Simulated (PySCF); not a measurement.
C₂H₃F₃O. Atoms are numbered in the order given.

```xyz
9

C     -0.0264     1.9368     0.0000
O     -0.7551     0.7218     0.0000
C     -0.0341    -0.4006     0.0000
F      0.7616    -0.4951     1.0727
F     -0.8599    -1.4284     0.0000
F      0.7616    -0.4951    -1.0727
H      0.6020     2.0180    -0.8999
H      0.6020     2.0180     0.8999
H     -0.7706     2.7408     0.0000
```

Geometry optimised at PBE0-D3(BJ)/def2-SVP.

All values below come from PBE/pcSseg-1 in PySCF.

GIAO shieldings, no solvent; atoms alike by connectivity are averaged. δ = σ(ref) − σ: ¹³C against TMS (σ = 182.0 ppm); ¹⁷O against H2O (σ = 334.3 ppm); ¹⁹F against CFCl3 (σ = 133.6 ppm); ¹H against TMS (σ = 31.49 ppm), references at their B3LYP-D3(BJ)/def2-TZVP geometries, non-relativistic.

| nucleus | atoms | count | δ (ppm) |
|---|---|---|---|
| ¹³C | C3 | 1 | 135.4 |
| ¹³C | C1 | 1 | 55.7 |
| ¹⁷O | O2 | 1 | 100.2 |
| ¹⁹F | F4, F5, F6 | 3 | -110.7 |
| ¹H | H7, H8, H9 | 3 | 3.95 |
